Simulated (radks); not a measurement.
Results of a calculation; reference values are marked as such.
Problem. The mean radii <r> (bohr) of the occupied orbitals of an atom or ion are listed with their occupations. Level of theory: scalar-relativistic Kohn-Sham, BP86, spin-unpolarised, spherical densities, point nucleus (a radial shooting solver on a logarithmic mesh with Libxc functionals).

orbital  occ.      <r>
1s          2  0.01898
2s          2  0.08033
2p          6  0.07169
3s          2   0.2068
3p          6   0.2061
3d         10   0.1862
4s          2   0.4253
4p          6   0.4383
4d          2   0.4391

Name the element and its charge.

Solution. Z = 72, hafnium, charge +34: Hf34+ in [Kr] 4d2. The 1s radius gives Z: for a bare nucleus <r> = (2 gamma + 1)/(2Z) with gamma = sqrt(1 - (Z/c)^2), 0.01876 bohr for Z = 72, and screening makes it slightly larger (0.01898 here). The occupations add up to 38, and the charge is Z minus that.
